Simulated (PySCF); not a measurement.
Species: C5H5ClNO (doublet state).
Structure used (GFN2-xTB), in Å, numbered top down from 1:
```xyz
13
C5H5ClNO angstrom
O      2.0422    2.2184    1.3357
C      2.4802    1.3496    0.6253
N      1.7230    0.4027   -0.0069
C      0.3616    0.3242    0.0977
C     -0.3755   -0.6470   -0.5559
C     -1.7146   -0.7445   -0.5167
C     -2.9677   -0.9657   -0.3519
Cl    -3.5753   -2.0284    0.9312
H      3.5542    1.2251    0.4048
H      2.1858   -0.2861   -0.5864
H     -0.0945    1.0671    0.7312
H      0.1525   -1.3546   -1.1883
H     -3.7761   -0.5603   -0.9377
```

The hyperfine couplings belong to this conformer and change with its torsions.

The species is `O=CN/C=C/[C]=C\Cl` [radical].

Computed with PySCF 2.14.0, UKS B3LYP, pcH-1 on C Cl H N O, non-relativistic, mean-field spin-orbit, GIAO. The structure is a single GFN2-xTB conformer in the gas phase; no vibrational or solvent corrections. The geometry wasn't refined by DFT: couplings that depend on bond lengths, twists or pyramidal angles can differ widely from those at the functional's own minimum. No stability test was run, so a lower SCF solution isn't excluded.

Principal values of hyperfine tensors in MHz (contact, dipolar and spin–orbit terms together), for some of the nuclei:

```tsv
atom	isotope	A1	A2	A3
H13	1H	53.98	56.59	62.03
C4	13C	5.04	5.43	138.23
C5	13C	-66.90	-33.23	-28.10
H11	1H	-54.13	-38.65	-16.90
Cl8	35Cl	18.38	20.59	69.15
H12	1H	9.26	12.95	19.51
C7	13C	-16.81	-5.74	-0.08
H9	1H	-8.73	-7.37	-0.97
```

(1) Split each tensor into its isotropic and traceless parts, and turn a_iso into mT with g = 2.0018.

(2) What spin density at the nucleus of H11 lies behind its contact coupling (g_N = 5.58569)?

(3) C6 (13C, g_N = 1.40482) isn't in the table. Its spin density at the nucleus is 0.04915 bohr⁻³. What is its contact coupling?

(4) Which nucleus of the table has the largest anisotropic coupling, and what is its form?

(5) In a single crystal, with the field along each principal axis of the tensor of C5 in turn, what first-order splitting does this nucleus give (isotropic g, quadrupole terms neglected)?

Answers

(1) a_iso is a third of the trace, T = A − a_iso, and a(mT) = a(MHz)/(g × 13.996). The tensors hold a spin–orbit part: the run splits a_iso into a_FC + a_SO, and T includes its anisotropic share.

```csv
atom,a_iso (MHz),a_FC,a_SO,a_iso (mT),T1,T2,T3
H13,57.54,57.56,-0.03,2.054,-3.55,-0.94,4.50
C4,49.57,49.60,-0.03,1.769,-44.53,-44.14,88.66
C5,-42.74,-42.76,0.01,-1.526,-24.16,9.51,14.64
H11,-36.56,-36.57,0.01,-1.305,-17.57,-2.09,19.66
Cl8,36.04,35.54,0.50,1.286,-17.66,-15.45,33.11
H12,13.91,13.92,-0.01,0.496,-4.64,-0.96,5.60
C7,-7.54,-7.49,-0.05,-0.269,-9.27,1.80,7.47
H9,-5.69,-5.70,0.00,-0.203,-3.04,-1.68,4.72
```

(2) a_FC = 800.24 MHz bohr³ × g_N × ρ(0)/(2S). With a_FC = -36.57 MHz and 2S = 1, ρ(0) = -0.008181 bohr⁻³. In magnitude that is 2.6 % of the 1/π = 0.318 of a free hydrogen atom.

(3) By the same relation, a_FC = 55.3 MHz. The spin–orbit term adds -0.25 MHz. Its full tensor has the principal values 5.88, 18.71, 140.42 MHz.

(4) C4: -44.5, -44.1, 88.7 MHz, axial, in the ratio −1:−1:+2, the form that spin in one p orbital centred on that nucleus gives.

(5) 2 lines (I = 1/2), spaced by |A_i|/(g × 13.996): 2.39, 1.19, 1.00 mT along the axes of A1, A2 and A3.

On Intel Xeon at 2.60 GHz, one thread, shared host with 96 logical CPUs at a one-minute load of 29, this took 69 s (grids of density and orbitals included) and 0.90 GiB of memory at its peak.
